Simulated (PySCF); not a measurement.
**How the functional moves excitation energies**

Species: B₂H₈N₂O.
SMILES: `O[BH-]1[NH2+][BH2-][NH2+]1`

Linear-response calculations in the def2-SVPD basis (PySCF; singlets by full response, triplets Tamm–Dancoff, core orbitals frozen in the response; HF means time-dependent Hartree–Fock). 'Strongest' is the level of largest summed f among the singlets computed (10 roots, of which the last may lack a degenerate partner); it can jump between rows when another state enters that window. S1 is the lowest singlet of each run and needn't be the same state throughout; f(S1) is that of one state. One conformer (not necessarily the lowest) at the PBE0-D3(BJ)/def2-SVP geometry, without solvent, vibrations or thermal averaging.

```csv
functional,kind,S1 (eV),f(S1),strongest (eV),T1 (eV),HOMO (eV),gap (eV),"ionisation energy, ΔSCF (eV)"
LDA,LDA,6.09,0.005,6.37,5.97,-6.53,6.03,9.57
PBE,GGA,6.07,0.006,6.25,5.92,-6.47,6.01,9.50
B3LYP,"global hybrid, 20% exact exchange",6.74,0.007,8.00,6.56,-7.69,7.61,9.99
PBE0,"global hybrid, 25% exact exchange",6.97,0.007,8.26,6.76,-7.87,8.08,9.99
BHandHLYP,"global hybrid, 50% exact exchange",7.60,0.009,9.01,7.35,-9.24,9.88,10.38
CAM-B3LYP,range-separated hybrid,7.24,0.012,8.71,6.99,-9.34,10.10,10.29
wB97X-D,range-separated hybrid,7.46,0.014,8.92,7.27,-9.80,11.48,10.20
LC-wPBE,range-separated hybrid,7.84,0.027,9.37,7.51,-10.67,12.37,10.53
HF,Hartree–Fock,8.70,0.023,10.42,8.17,-11.34,13.22,not settled
```

S1 runs from 6.07 eV (PBE) to 8.70 eV (HF), a spread of 2.63 eV, while the orbital gap spreads over 7.2 eV. Along PBE (0%), B3LYP (20%), PBE0 (25%), BHandHLYP (50%), HF (100%) S1 rises with the share of exact exchange. −ε(HOMO) comes closest to its own ΔSCF ionisation energy with LC-wPBE (+0.14 eV) and misses most with LDA (-3.04 eV). 'Not settled' means that the ion's SCF failed to converge or may have ended in another state than the lowest.

Without π bonds the low states are Rydberg-like; a valence basis with one diffuse set may place them up to an eV too high.
